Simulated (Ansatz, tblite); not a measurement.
Cost and result up the ladder for TeH₂ (3 atoms). Charge 0, multiplicity 1. Geometry: PBE0-D4/def2-TZVP.

```xyz
3

Te   -0.571    0.215    0.483
H     0.092    0.848   -0.895
H     0.480   -1.063    0.412
```

Ansatz on 4 threads of Intel Xeon on a shared host; xTB runs through tblite on one thread. Times are rough, summed over both states, and most runs start from the orbitals of an earlier one. CCSD(T)/def2-TZVPP serves as the yardstick here, not as an exact answer. The other state is a doublet.

In the def2 sets Te takes a core potential; there is no spin–orbit coupling. The xTB rows come from tblite. Correlated methods freeze 4 core orbitals; core or outer-core shells of Te are correlated, in sets that lack core-valence functions.

Raw xTB energies of ions are shifted by several eV.

| level | functions | vertical IE (eV) | difference from CCSD(T)/def2-TZVPP (eV) |
| --- | --- | --- | --- |
| GFN2-xTB | 11 | 14.49 | 5.55 |
| r2SCAN-D4/def2-TZVP | 62 | 8.95 | 0.00 |
| CCSD(T)/def2-TZVPP | 78 | 8.94 | 0.00 |
| GFN1-xTB | 13 | 14.64 | 5.70 |
| PBE-D4/def2-TZVP | 62 | 8.96 | 0.01 |
| PBE0-D4/def2-TZVP (with forces) | 62 | 8.98 | 0.04 |

Q: Estimate how long each takes.

A: GFN2-xTB 0.028 s; GFN1-xTB 0.042 s; PBE-D4/def2-TZVP 5.5 s; PBE0-D4/def2-TZVP (with forces) 7.8 s; r2SCAN-D4/def2-TZVP 9.7 s; CCSD(T)/def2-TZVPP 26 s. On shared hardware such times vary by a factor of up to 3.
